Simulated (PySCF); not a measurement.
HfIH3, SMILES [HfH3][I], multiplicity 1. Geometry optimised at B3LYP-D3(BJ)/def2-TZVP. The multiplicity is an assumed one; other spin states were not compared. The def2 effective core potentials stand for the cores of Hf, I; spin–orbit coupling is left out.

Level of theory: B3LYP-D3(BJ)/def2-TZVP (PySCF 2.14.0).

Harmonic wavenumbers (cm⁻¹): 190, 320, 320, 577, 639, 639, 1722, 1722, 1766. Rotational constants (GHz): 56.23, 0.9029, 0.9029; symmetry number 3.

### Question
Work out the zero-point energy and the ideal-gas rigid-rotor harmonic-oscillator thermochemistry at 298.15 K and 1 atm.

### Answer
ZPE = ½ Σ hcν = ½ × 7896 cm⁻¹ = 47.23 kJ/mol. H − E(el) = 61.94 kJ/mol. Entropy in J/(mol K): translation 180.23, rotation 101.13, vibration 25.63, total 306.98. G − E(el) = -29.59 kJ/mol. Cp = 67.57 J/(mol K).
